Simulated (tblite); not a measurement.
What does the GFN2-xTB structure of `CC/C=[C]\[SiH2]P` [radical] look like in three dimensions? (Doublet state.)

Z-matrix in Å and degrees, rows numbered from 1:
```
C 
C   1  1.5249
C   2  1.5143  1  110.67
C   3  1.2983  2  126.63  1   117.49
Si  4  1.8211  3  151.36  2    -0.71
P   5  2.2764  4  114.59  3    -1.86
H   1  1.0879  2  110.40  3   -63.08
H   1  1.0881  2  110.68  3    56.99
H   1  1.0880  2  110.23  3   177.02
H   2  1.0931  1  109.65  3  -119.48
H   2  1.0915  1  110.15  3   121.16
H   3  1.0882  2  113.03  1   -61.67
H   5  1.4655  4  109.74  3  -119.02
H   5  1.4651  4  110.50  3   116.01
H   6  1.3828  5   95.94  4    50.37
H   6  1.3826  5   95.98  4   -43.03
```

Si5 (silicon bonded to C, P and 2 H) is distorted tetrahedral (angles from 104.5° to 114.6°). C3 (carbon bonded to 2 C and H) is planar (angles 126.6°, 120.3° and 113.0°, sum 360.0°, 0.01 Å off the plane of its three neighbours). Of the pairs four or more bonds apart, Si5···H11 is among the closest relative to their van der Waals radii: 3.43 Å, 104 % of the sum of Bondi's values. The C–C distances run from 1.298 Å (C3=C4, drawn double) to 1.525 Å (C1–C2, drawn single), a spread of 0.227 Å.

Computed geometry: GFN2-xTB, gas phase. This method treats the open shell by occupation alone, without spin polarisation.

Point group: C1 (no symmetry element, even within 0.4 Å). Its GFN2-xTB frequencies are all real (lowest 36 cm⁻¹). Torsions: C1–C2–C3–C4 117°, C3–C4–Si5–P6 -2°, C4–Si5–P6–H 50° and -43°. 2 starts were optimised and ended at 0.00 and 1.91 kcal/mol (GFN2-xTB); the lowest of these is shown.

On one thread of an Arm Neoverse N1, on a shared host, this took 1.5 s. This is the geometry optimisation.

One conformer stands for the species.
